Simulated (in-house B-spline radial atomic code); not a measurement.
Atomic self-consistent-field run: Fe³⁺ (an excited or competing configuration). Computed with a B-spline radial code for spherical atoms: Dirac-Hartree-Fock, average of configuration, Fermi nucleus of rms radius 3.7377 fm.

Command:
```bash
python run_scf.py task.json out
```
Settings (nuclear radius in fm, mass in u):
```
Z                26
configuration    [Ar] 3d4 7p1
hamiltonian      dirac
method           hf
spin_polarised   False
nucleus          fermi
rms_radius       3.7377
atomic_mass      55.93494
speed_of_light   137.035999084
```

Output (hartree, bohr):
```
 radial grid: 82 intervals, B-splines of order 8, outer radius 60 bohr

 iter        energy (Eh)    residual
    1      -1254.1711637    6.27e-01
    2      -1264.9541502    3.84e-01
    3      -1267.4792630    1.24e-01
    4      -1267.7660723    3.68e-02
    5      -1267.7873142    1.61e-02
    6      -1267.7932588    9.89e-04
    7      -1267.7932710    5.01e-05
    8      -1267.7932710    8.93e-06
    9      -1267.7932710    6.43e-07
   10      -1267.7932710    9.43e-09

 total energy                    -1267.793271
 kinetic                           1286.33888
 electron-nucleus                 -2990.23306
 electron-electron                  436.10091

 first-order corrections (not in the total)
   Gaunt                            0.51346
   retardation                     -0.04526
   frequency dependence            -0.00124
   self-energy                      0.34070
   Uehling                         -0.02881
   Wichmann-Kroll                   0.00018
   recoil                           0.00962

 orbital      occ     eigenvalue          <r>       <r^2>       <1/r>     <1/r^2>       r_max    small
 1s1/2      2.000     -265.96880    0.0584204  0.00459055     25.9826     1383.48     0.03828  8.75e-03
 2s1/2      2.000      -34.65620     0.265145   0.0830227     5.61394     133.307      0.2217  1.63e-03
 2p1/2      2.000      -30.02679     0.232817   0.0666155     5.53041     42.8576      0.1783  1.59e-03
 2p3/2      4.000      -29.56091     0.235769   0.0681833      5.4341     40.5085      0.1807  1.57e-03
 3s1/2      2.000       -6.31298     0.794346    0.724128     1.77243     19.8646      0.6949  3.56e-04
 3p1/2      2.000       -4.82896     0.825959    0.796222      1.6529     6.12382      0.7026  3.18e-04
 3p3/2      4.000       -4.76536     0.833546     0.81066     1.63279     5.81182      0.7091  3.14e-04
 3d3/2      1.600       -2.64339     0.913462     1.02239     1.38321     2.51008      0.6806  2.36e-04
 3d5/2      2.400       -2.63645     0.916181     1.02828     1.37859     2.49093      0.6827  2.34e-04
 7p1/2      0.333       -0.24331      12.1335     164.547    0.115495   0.0729401       13.14  8.00e-06
 7p3/2      0.667       -0.24267      12.1659     165.421    0.115111   0.0702902       13.18  7.97e-06
```

Run time, properties included: 1.3 s on 1 thread of Arm Neoverse V2 (shared host).

For the Dirac Hamiltonian the kinetic term is c α·p + (β - 1)c².
